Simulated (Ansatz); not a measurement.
**Counterpoise correction, worked out**

The pair of HBr (SMILES Br, atoms 1–2) and C₂H₂ (SMILES C#C, atoms 3–6), both closed shells, in one local arrangement (a lower one may exist), relaxed at PBE0-D4/def2-TZVP:

Br1  (0.257, -1.010, -2.537)
H2  (0.123, -0.481, -1.212)
C3  (-0.167, 0.922, 0.710)
C4  (-0.022, -0.179, 1.160)
H5  (-0.296, 1.903, 0.314)
H6  (0.106, -1.156, 1.565)
(Å)

Ansatz 0.2.0; basis: def2-TZVPPD; cores frozen in the correlated methods. Filled d shells of the heavier atoms are correlated. The def2 sets are not built for correlating such inner shells, so the correlated values are less sure here.

MP2 total energies in eV:

| system | geometry | basis functions | energy |
| --- | --- | --- | --- |
| pair | pair | all | -72122.64751 |
| HBr | as in the pair | all (partner as ghosts) | -70022.85445 |
| C₂H₂ | as in the pair | all (partner as ghosts) | -2099.67817 |
| HBr | as in the pair | its own | -70022.83303 |
| C₂H₂ | as in the pair | its own | -2099.66537 |
| HBr | free (PBE0-D4 minimum) | its own | -70022.83853 |
| C₂H₂ | free (PBE0-D4 minimum) | its own | -2099.66372 |

Q: Work out the interaction energy with and without the counterpoise correction, the superposition error, and the binding energy from the relaxed fragments.

A: Without correction: -72122.64751 − (-70022.83303) − (-2099.66537) = -0.14911 eV.
With correction (each fragment in the whole basis): -72122.64751 − (-70022.85445) − (-2099.67817) = -0.11489 eV = -2.65 kcal/mol.
The superposition error is the difference, 0.03422 eV, 23 % of the uncorrected value: each fragment borrows its partner's functions.
Deformation from the free shapes: 0.00550 eV for HBr and -0.00165 eV for C₂H₂ (a small negative value is possible, since the free shapes are minima of another method).
Binding energy from relaxed fragments: -0.11489 + 0.00550 + (-0.00165) = -0.11104 eV = -2.56 kcal/mol (electronic, without zero-point energy; negative means bound). For comparison, the corrected interaction energy by CCSD(T) at an estimated basis limit (MP2 extrapolated from triple and quadruple zeta, plus CCSD(T) − MP2 in triple zeta) is -0.112 eV.

The T1 diagnostic stays at or below 0.013.

For scale, one of the runs: CCSD(T)/def2-TZVPPD, 182 basis functions, launched by `ansatz run in.yaml --threads 2 --pin off --events-out ev --progress --plain --max-ram 5222MiB`. Hardware: 2 CPU threads of an Arm Neoverse V1, shared host. Wall time 76 s; peak host memory 1.8 GiB.
